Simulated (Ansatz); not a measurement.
Wavefunction ladder for `FCCOC(F)F`

Z-matrix (Å, degrees):
```
C
C 1 1.504
F 1 1.382 2 110.4
H 1 1.093 2 111.0 3 -119.9
H 1 1.095 2 109.6 3 118.7
O 2 1.416 1 114.4 3 76.1
H 2 1.091 1 109.0 3 -166.5
H 2 1.097 1 109.5 3 -48.4
C 6 1.356 2 116.9 1 -71.6
F 9 1.352 6 110.6 2 98.7
F 9 1.343 6 107.8 2 -145.2
H 9 1.095 6 113.6 2 -23.4
```

Charge 0, multiplicity 1. The structure was optimised at the PBE0-D4/def2-TZVP level. It is one conformer, not always the lowest. Frozen core, restricted reference, Ansatz 0.2.0. CBS rows extrapolate triple and quadruple zeta; past MP2 they add the triple-zeta difference.

```
     basis     HF (Eh)  MP2 corr.
  def2-SVP  -489.30197   -1.13896
def2-TZVPP  -489.90003   -1.47834
def2-QZVPP  -489.92156   -1.60286
```

Q: Estimate the CCSD correlation energy and the (T) correction in each basis where they were run (hartree).

A: 
```csv
basis,CCSD corr.,(T)
def2-SVP,-1.18262,-0.02627
def2-TZVPP,-1.50621,-0.05128
CBS(def2),-1.72296,as TZ
```
